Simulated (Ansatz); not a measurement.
Harmonic frequencies (cm⁻¹) at PBE0-D4/def2-TZVP from Ansatz: 105, 144, 151, 187, 243, 392, 408, 453, 502, 542, 560, 634, 729, 1033, 1544, 3555, 3640, 3673.

Each molecule was computed in one conformer, which needn't be the lowest.

(1) Which molecule is it?
A. `[OH][Nb]([F])([F])([F])[F]`
B. `[CH3][Nb](=[O])([OH])[F]`
C. `[NH2][Nb]([OH])([F])=[S]`
D. `[NH]=[Nb]([NH2])([Cl])[Cl]`

Answers

(1) D.
